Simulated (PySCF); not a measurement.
## Structure from NMR data

An unknown has the formula C5H14Si3. Its calculated NMR data are:

¹H NMR (400 MHz, computed): δ 6.51 (m, 1H), 6.14 (m, 1H), 6.00 (m, 1H), 3.37 (s, 6H), 0.70 (m, 2H), 0.35 (m, 2H), -0.23 (m, 1H).

¹³C{¹H} NMR (computed): δ 144.7 (CH), 142.8 (CH2), 4.8 (CH2), -4.4 (CH).

Level of theory: NMR shieldings at B3LYP/pcSseg-1/GIAO, geometry: PBE0-D3(BJ)/def2-SVP, in PySCF 2.14.0 with density-fitted response routines (averaged over atoms made equivalent by symmetry, fast rotation or ring inversion, in vacuum, non-relativistic Hamiltonian, one conformer).

Scale: TMS for ¹H (31.38 ppm) and ¹³C (179.24 ppm) (reference shieldings calculated alike).

Choose the structure that fits.
A. C=C[Si]([SiH3])([SiH3])C1CC1
B. C=CC1[SiH2]C[SiH2]C[SiH2]1
C. C=C[SiH]1C[SiH2]C[SiH2]C1

## Answers

A. 

The formula gives 2 degrees of unsaturation (1 ring in the answer). 4 carbon signals for 5 carbons: some carbons are equivalent by symmetry or fast rotation. Carbon types of the structure: 2 × CH, 3 × CH2, leaving 6 H on heteroatoms. δC 144.7: alkene CH; an sp2 carbon of a C=C bond. δC 142.8: terminal =CH2 carbon; as expected for a trigonal carbon in a double bond. δH 6.51: hydrogen on an alkene CH; olefinic region. δH 6.14, 6.00: hydrogen on a terminal =CH2 carbon; olefinic region. δH 0.70, 0.35, -0.23: hydrogen on a three-membered-ring carbon; cyclopropane-type protons are shielded by the ring.

The others: C=C[SiH]1C[SiH2]C[SiH2]C1 would give 10 signals for carbon-bound and other non-exchanging H, not 7; C=CC1[SiH2]C[SiH2]C[SiH2]1 would give 10 signals for carbon-bound and other non-exchanging H, not 7.

Shifts are as computed. Against solution values, carbons near 30 ppm lie about +2 ppm off and those near 130 ppm about +6 ppm. Of 1211 compounds with measured shifts, 218 miss one by over three times the rms of a fit or turn the order of signals round; such compounds aren't used in these exercises. Multiplicities follow the n + 1 count of equivalent neighbours, as no J values were calculated; m marks all less simple cases, F and P coupling included.
